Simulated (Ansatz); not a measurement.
Ansatz (a first-principles code) input (RPA@PBE/def2-TZVPP):

Ansatz 0.2 input:
```yaml
crystal:
  periodic: [false, false, false]
  atoms:
    - {symbol: Sn, position_ang: [-0.27387918, -0.24612340, -0.04315093]}
    - {symbol: O, position_ang: [-1.62303541, -1.45855191, -0.25571673]}
    - {symbol: Cl, position_ang: [-0.20608848, 1.96140531, -0.75361516]}
    - {symbol: Cl, position_ang: [1.77539685, -0.55113557, 1.00086695]}
basis:
  gaussian:
    orbitals: def2-TZVPP
hamiltonian:
  xc: pbe
magnetization: {spin_polarized: false}
correlation: {method: rpa, electrons: outside_noble_gas}
```

Output:

```
Functional definition: PBE
integrals: 0.20 GiB planned
1176 factors; integrals over basis functions are off by at most 1.2e-3 eV
mean field: 1.11 GiB planned
mean field evaluation 1: about -32901.4123 eV, gradient 8.2e1 eV
mean field evaluation 2: about -32901.4131 eV, gradient 8.2e1 eV
mean field evaluation 4: about -32908.3586 eV, gradient 4.7e1 eV
mean field evaluation 8: about -32914.5355 eV, gradient 5.1e-1 eV
mean field evaluation 16: about -32914.5353 eV, gradient 2.3e-3 eV
mean field -32914.53532626 eV, -1209.5868629669 hartree, gradient 2.0e-6 eV, S^2 0.000000; 0 other end points of the search recorded, 0 dependent functions left out
20 core orbitals not correlated
reference -32850.21452006 eV, -1207.2231169370 hartree; 12, 12 occupied and 133, 133 virtual orbitals, 1176 factors
Total energy: -32881.33025551 eV, -1208.3665991239 hartree
```
